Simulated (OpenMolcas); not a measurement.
## N III: CASPT2 settings compared

```yaml
Program: OpenMolcas
Basis: ANO-L-VQZP [5s4p3d2f]
Scalar_Hamiltonian: non-relativistic, point nucleus
Active_space: 3 electrons in 4 orbitals (2s 2p)
State_averaging: 2S+1 = 2 odd, 3 roots; 2S+1 = 4 odd, 1 root kept (CI in the orbitals of an earlier block, 0 in the spin-orbit step); 2S+1 = 2 even, 9 roots; 2S+1 = 4 even, 3 roots kept (CI in the orbitals of an earlier block)
Spin-orbit_coupling: state interaction with AMFI integrals over the reference wave functions, term energies averaged over their components
```

Methods on the same reference wave functions:
A. CASSCF
B. SS-CASPT2, IPEA 0.6 Eh, real shift 0.15 Eh (closed shells correlated: 1s)
C. SS-CASPT2, IPEA 0.2 Eh, no level shift (closed shells correlated: 1s)
D. XMS-CASPT2, IPEA 0.15 Eh, imaginary shift 0.25 Eh (closed shells correlated: none)

Energies in cm⁻¹ above 2s² 2p ²P°_1/2, the measured ground level; measured values from Moore, Selected Tables of Atomic Spectra, NSRDS-NBS 3, section 5.

| Level | A | B | C | D | Measured |
| --- | --- | --- | --- | --- | --- |
| 2s² 2p ²P°_1/2 | 0.0 | 0.0 | 0.0 | 0.0 | 0.0 |
| 2s² 2p ²P°_3/2 | 164 | 164 | 164 | 164 | 174 |
| 2s 2p² ⁴P_1/2 | 52876 | 55170 | 55440 | 55970 |  |
| 2s 2p² ⁴P_3/2 | 52931 | 55230 | 55500 | 56030 | 57247 |
| 2s 2p² ⁴P_5/2 | 53024 | 55320 | 55590 | 56120 | 57328 |
| 2s 2p² ²D_3/2 | 107342 | 101490 | 100830 | 100440 | 101031 |
| 2s 2p² ²D_5/2 | 107343 | 101490 | 100830 | 100440 | 101024 |
| 2s 2p² ²S_1/2 | 136643 | 131310 | 130920 | 131630 | 131004 |

Deviations, from unrounded energies. A percentage is the sum of absolute deviations over the sum of measured energies, with the sign that they share, or ± where signs differ.

```tsv
Against measurement	Levels	A	B	C	D
mean absolute deviation (cm-1)	6	4500	880	660	710
fine structure of the ground term (%)	1	-6.0	-6.0	-6.0	-6.0
other configurations (%)	5	±6.0	±1.2	-0.9	±0.9
```

C lies closest to measurement on these levels and A furthest from it. The largest miss of C in the table is 2s 2p² ⁴P_3/2, by -1800 cm-1. The ranking rests on the paired levels alone, and a cruder setting can come out closer through cancelling errors.

Among B to D the level of the table that moves most is 2s 2p² ²D_3/2, by 1100 cm-1 (lowest in D, highest in B). Moves below CASPT2's spread within the term are not significant.

The mean deviations of B to D differ by less than CASPT2's widest spread within a term (290 cm-1), so their order carries little weight.

The lowest spin-free term lies below A's lowest term by 0.040 hartree in B, 0.043 hartree in C, 0.039 hartree in D.

CASPT2 breaks the degeneracy within a term, and the mean is taken; among the terms shown or strongly mixed into the levels shown the widest spread is 290 cm-1 (2s 2p² ²D, D). Terms from blocks run as CI alone lack orbitals of their own. Computed and measured levels are paired by configuration, term and J; levels that our copy of the source lacks, or whose pairing is in doubt (as where it misses far off the trend of its configuration), stay unpaired and out of the deviations. Only configurations of the active space appear. The table leaves out levels that lie high or whose names do not pair safely across all columns.

° marks odd parity.
